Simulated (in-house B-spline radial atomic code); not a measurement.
# Ionising P⁸⁺ with different functionals

Computed with an all-electron radial atomic-structure program (B-spline basis): scalar-relativistic (spin-free X2C) Hamiltonian, Fermi nucleus of rms radius 3.1889 fm, spin-polarised at highest spin, spherical fractional occupations for the functionals, and exact exchange of hybrids averaged over the configuration. The ionisation energy is the difference of two self-consistent energies, [He] 2s2 2p3 → [He] 2s2 2p2, without Breit or QED terms; ε is the level of the shell that loses the electron (its least bound occupied spin orbital).

```json
{"method": "PBE0", "rung": "global hybrid", "ΔSCF (eV)": "373.58", "-ε(2p) (eV)": "354.76"}
{"method": "B3LYP", "rung": "global hybrid", "ΔSCF (eV)": "373.80", "-ε(2p) (eV)": "353.54"}
{"method": "TPSSh", "rung": "global hybrid", "ΔSCF (eV)": "374.04", "-ε(2p) (eV)": "351.25"}
{"method": "BHandHLYP", "rung": "global hybrid", "ΔSCF (eV)": "373.73", "-ε(2p) (eV)": "361.60"}
{"method": "r2SCAN0", "rung": "global hybrid", "ΔSCF (eV)": "375.42", "-ε(2p) (eV)": "357.01"}
{"method": "B97-1", "rung": "global hybrid", "ΔSCF (eV)": "373.58", "-ε(2p) (eV)": "353.67"}
{"method": "HSE06", "rung": "range-separated hybrid", "ΔSCF (eV)": "373.50", "-ε(2p) (eV)": "354.24"}
{"method": "wB97X", "rung": "range-separated hybrid", "ΔSCF (eV)": "373.35", "-ε(2p) (eV)": "355.83"}
{"method": "CAM-B3LYP", "rung": "range-separated hybrid", "ΔSCF (eV)": "?", "-ε(2p) (eV)": "?"}
{"method": "LC-wPBE", "rung": "range-separated hybrid", "ΔSCF (eV)": "?", "-ε(2p) (eV)": "?"}
```

(1) What does LC-wPBE give?

(2) What does CAM-B3LYP give?

(3) Among the functionals, which spreads more, the ΔSCF values or the orbital energies?

(4) How do they compare with the NIST value?

Results:

(1) ΔSCF 373.42 eV, and -ε(2p) = 353.82 eV.

(2) ΔSCF 373.72 eV, and -ε(2p) = 355.49 eV.

(3) The orbital energies: ΔSCF values span about 2.07 eV and the orbital energies 10.35 eV; here energy differences depend much less on the functional than eigenvalues do.

(4) NIST lists 372.3 eV ± 0.21 (semi-empirical, ground level to ground level). Errors run from +1.04 to +3.11 eV; wB97X is closest (+1.04 eV), though others lie within the uncertainty of it, and part of that can be cancellation, since the calculations leave out spin-orbit coupling, Breit-QED terms, multiplet and fine-structure energies.
